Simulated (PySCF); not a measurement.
Compound: C4H6F2NO (doublet state).
Cartesian coordinates in Å at the GFN2-xTB level; atoms count from 1:
```xyz
14
C4H6F2NO angstrom
C     -2.1484    0.2068   -0.2063
C     -0.6785    0.0745    0.1196
N     -0.2432   -0.1550    1.3241
C      0.2093    0.2278   -0.9508
O      1.5601    0.1651   -0.9634
C      2.2646   -0.2363    0.1403
F      3.4848    0.3181    0.0524
F      2.4582   -1.5748    0.0978
H     -2.6793   -0.6808    0.1345
H     -2.5611    1.0654    0.3220
H     -2.3190    0.3334   -1.2706
H     -0.9840   -0.2209    2.0163
H     -0.1541    0.4606   -1.9395
H      1.7898    0.0155    1.1015
```

The hyperfine couplings belong to this conformer and change with its torsions.

As a line formula: `[H]/N=C(\C)[CH]OC(F)F` [radical].

Computed, not measured: PySCF 2.14.0, UKS B3LYP, pcH-1 on C F H N O, non-relativistic, mean-field spin-orbit, GIAO. One conformer (not necessarily the lowest) at the GFN2-xTB geometry, without solvent, vibrations or thermal averaging. GFN2-xTB frequencies show an imaginary mode (41i cm⁻¹), so this geometry is no minimum at that level. The geometry wasn't refined by DFT: couplings that depend on bond lengths, twists or pyramidal angles can differ widely from those at the functional's own minimum. Stability of the SCF solution: not tested.

Computed for the main isotopes (class means, splittings of 0.05 mT or more): g = 2.0037; H13 1H -45.3 MHz (1.61 mT); H12 1H -30.6 MHz (1.09 mT); F7/F8 19F +21.2 MHz (0.76 mT); N3 14N +16.1 MHz (0.57 mT); H9/H10/H11 1H -3.8 MHz (0.14 mT); H14 1H +3.3 MHz (0.12 mT); 288 first-order lines, 5.89 mT wide. Two of these splittings differ by less than 0.03 mT, so with lines wider than that fewer lines would be seen.

Question: What changes when 1H at H14 is replaced by 2H?

Answer: Only the nuclear moment changes in this model. The ratio of g factors is 0.85744/5.58569 = 0.1535, so a goes from +3.3 to +0.5 MHz (0.018 mT). The spin goes from 1/2 to 1, so the 1:1 doublet becomes a 1:1:1 triplet. The spectrum then has 432 first-order lines over 5.81 mT, counting the new splitting although it is under 0.05 mT.

Question: What changes when 14N at N3 is replaced by 15N?

Answer: The spin density stays the same (vibrational effects aside), so a scales with the nuclear g factor: -0.56638/0.40376 = -1.4028, so a goes from +16.1 to -22.6 MHz (0.805 mT). The spin goes from 1 to 1/2, so the 1:1:1 triplet becomes a 1:1 doublet. The spectrum then has 192 first-order lines over 5.54 mT.

Question: Give position and intensity of the satellites from 13C at C4.

Answer: a = +55.8 MHz, or 1.99 mT in magnitude, and I = 1/2, so to first order each main line has two satellites, at ±1.00 mT. The isotope's abundance is about 1.07 %, shared among 2 lines, so each has 0.54 % of the main line's intensity.

Question: Where do the 13C satellites of C2 appear, and how strong are they?

Answer: a = -41.0 MHz, or 1.46 mT in magnitude, and I = 1/2, so to first order each main line has two satellites, at ±0.73 mT. The isotope's abundance is about 1.07 %, shared among 2 lines, so each has 0.54 % of the main line's intensity.

Nuclei that the bonding pattern makes equivalent are averaged, as if the motion that swaps them (rotation, inversion, ring flip) were fast. The 19F value of +21.2 MHz is a mean of couplings from 1.2 to 41.2 MHz in this one geometry, not an average over conformers.

Hardware: an Arm Neoverse V2 with one thread, no GPU, on a shared host. Cost: 54 s of wall time (with the writing of density and orbital grids), 0.96 GiB resident at most.
